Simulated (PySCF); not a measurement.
Start geometry of `[NH]1[GeH2][CH]=CC1` from a GFN2-xTB structure with every atom displaced at random (by about 0.01 Å) (Å):
```
atom  x, y, z in Å
C1    -0.580    1.152    0.056
C2     0.715    1.217   -0.078
Ge3    1.401   -0.588   -0.151
N4    -0.252   -1.186   -0.153
C5    -1.275   -0.163    0.102
H6    -1.239    2.055    0.117
H7     1.277    2.146   -0.120
H8     2.135   -1.048   -1.402
H9     2.282   -1.025    1.047
H10   -0.601   -2.117    0.096
H11   -1.756   -0.274    1.107
H12   -2.068   -0.198   -0.630
```

Task: What comes out of this run: PBE0-D3(BJ)/def2-SVP geometry optimisation, gas phase in PySCF 2.14.0?

Result: 
```
atom  x, y, z in Å
C1    -0.6021    1.1553    0.0421
C2     0.7214    1.2131   -0.1624
Ge3    1.4104   -0.5911   -0.2214
N4    -0.3028   -1.2279   -0.0426
C5    -1.2717   -0.1826    0.1758
H6    -1.2328    2.0500    0.1132
H7     1.2572    2.1590   -0.2666
H8     2.0759   -1.0152   -1.5498
H9     2.3661   -0.9883    0.9319
H10   -0.5319   -2.1344    0.3403
H11   -1.7493   -0.2350    1.1775
H12   -2.1120   -0.2270   -0.5500
```

The energy falls by 4.8 kcal/mol over 10 energy and gradient evaluations, the largest force component goes from 0.0631 to 3.3e-04 Eh/bohr, and the atoms move by 0.062 Å rms after alignment. The bond that changes most is Ge3–N4 (ends: germanium bonded to C, N and 2 H; nitrogen bonded to C, Ge and H), which lengthens by 0.079 Å. Bonds longer at the end by more than 0.005 Å: 6 of 12; shorter: 4. Among the angles that change most is C5–N4–H10, from 110.7° to 116.1°. Rotational constants go from 6625, 3159, 2230 to 6410, 3093, 2174 MHz. The orientation of the end geometry is arbitrary; only internal coordinates are fixed.

The run used 123 basis functions and 67 SCF cycles in all. On an Arm Neoverse V1 with one thread (shared host), this took 77 s wall and 0.52 GiB of memory at its peak.

Not checked by PBE0-D3(BJ)/def2-SVP frequencies.
